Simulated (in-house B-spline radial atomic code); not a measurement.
Results of a calculation; reference values are marked as such.
## Work functions and surface energies across electron densities: Sb, Pb, Zn, In, Tl, Cd, Mg, Au, Ba

The positive ions are smeared into a uniform slab; the electrons are solved self-consistently in the LDA (PW92) on a fine grid across the film. Stabilised jellium adds, inside the slab, the constant potential −n de/dn that makes the bulk stable at the metal's density. No lattice, so no dependence on crystal face. Atomic units unless named.

Thick-film averages; measured work functions from the table in Wikipedia's article on work functions.

| metal | r_s (bohr) | Φ jellium (eV) | Φ stabilised (eV) | Φ measured (eV) | σ jellium (J/m²) | σ stabilised (J/m²) |
| --- | --- | --- | --- | --- | --- | --- |
| Sb | 2.14 | 3.75 | 4.21 | 4.55 to 4.70 | -0.409 | 0.865 |
| Pb | 2.31 | 3.68 | 4.08 | 4.25 | -0.091 | 0.736 |
| Zn | 2.31 | 3.68 | 4.08 | 3.63 to 4.9 | -0.091 | 0.736 |
| In | 2.41 | 3.64 | 4.00 | 4.09 | 0.022 | 0.668 |
| Tl | 2.49 | 3.60 | 3.93 | about 3.84 | 0.086 | 0.619 |
| Cd | 2.59 | 3.56 | 3.86 | 4.08 | 0.143 | 0.562 |
| Mg | 2.65 | 3.53 | 3.81 | 3.66 | 0.167 | 0.531 |
| Au | 3.01 | 3.35 | 3.54 | 5.10 to 5.47 | 0.225 | 0.381 |
| Ba | 3.7 | 3.03 | 3.09 | 2.52 to 2.70 | 0.188 | 0.214 |

Question: Where do the two models part, and which lies nearer to measurement?

Answer: They differ by +0.46 eV for Sb and +0.06 eV for Ba; the stabilising potential vanishes near r_s = 4.2, where jellium is in equilibrium. Against the middle of the measured ranges the mean absolute misses are 0.64 eV (jellium) and 0.40 eV (stabilised). The largest miss of the stabilised model is -1.74 eV, for Au, a noble metal whose d shell the model lacks. Plain jellium has a negative surface energy for Sb, Pb, Zn.
